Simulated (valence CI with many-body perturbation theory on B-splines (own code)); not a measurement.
# Tb LIX: fill in the table

Level of theory: valence CI with perturbative core correlation (CI+MBPT): five valence electrons over a frozen Dirac-Fock core [He], radial functions for each j: 9 s, 9 p, 8 d, 6 f, 3 g, 1 h, with the one-electron correlation potential Σ1 (screened to all orders), the two-electron term Σ2, the three-electron term Σ3, Breit, model QED; selected single and double excitations, second order for the rest (own B-spline code, finite nucleus).

No measured spectrum was set against this ion. As an estimate, large intervals hold to a few tenths of a per cent, small ones and those within an open d or f shell to about a per cent. Among the levels kept, up to 1200 cm⁻¹ of a level comes from second order outside the variational space, and about a tenth of that is noise between levels of different J, which matters for small intervals.

| Level | E (eV) |
| --- | --- |
| (2s^2 2p1/2^2 2p3/2) J=3/2 | 0.0 |
| (2s^2 2p1/2 2p3/2^2) J=3/2 | 759.7 |
| (2s^2 2p1/2 2p3/2^2) J=5/2 | 782.0 |
| (2s^2 2p1/2 2p3/2^2) J=1/2 | ? |
| (2s 2p1/2^2 2p3/2^2) J=5/2 | ? |
| (2s 2p1/2^2 2p3/2^2) J=1/2 | 1132.5 |
| (2s 2p1/2^2 2p3/2^2) J=3/2 | ? |
| (2s^2 2p3/2^3) J=3/2 | 1585.7 |
| (2s 2p1/2 2p3/2^3) J=3/2 [a] | ? |
| (2s 2p1/2 2p3/2^3) J=5/2 | 1865.1 |
| (2s 2p1/2 2p3/2^3) J=1/2 | 1916.5 |
| (2s 2p1/2 2p3/2^3) J=3/2 [b] | 1926.2 |
| (2p1/2^2 2p3/2^3) J=3/2 | 2239.8 |
| (2s 2p3/2^4) J=1/2 | 2693.3 |
| (2p1/2 2p3/2^4) J=1/2 | 3025.4 |
| (2s^2 2p1/2^2 3s) J=1/2 | 6754.2 |
| (2s^2 2p1/2^2 3p1/2) J=1/2 | 6840.2 |
| (2s^2 2p1/2^2 3p3/2) J=3/2 | ? |
| (2s^2 2p1/2^2 3d3/2) J=3/2 | 7157.7 |
| (2s^2 2p1/2^2 3d5/2) J=5/2 | ? |

Levels are named by their leading jj configuration (3d3/2^4 stands for four electrons in 3d with j = 3/2), which in mixed levels can hold well under half, so a name can repeat and another be missing. Letters in brackets count levels of one name in rising energy.

Task: The levels stand in rising order. What does the calculation give for the missing energies?

Result: (2s^2 2p1/2 2p3/2^2) J=1/2 824.3; (2s 2p1/2^2 2p3/2^2) J=5/2 1043.8; (2s 2p1/2^2 2p3/2^2) J=3/2 1134.0; (2s 2p1/2 2p3/2^3) J=3/2 [a] 1827.1; (2s^2 2p1/2^2 3p3/2) J=3/2 7079.3; (2s^2 2p1/2^2 3d5/2) J=5/2 7229.0.
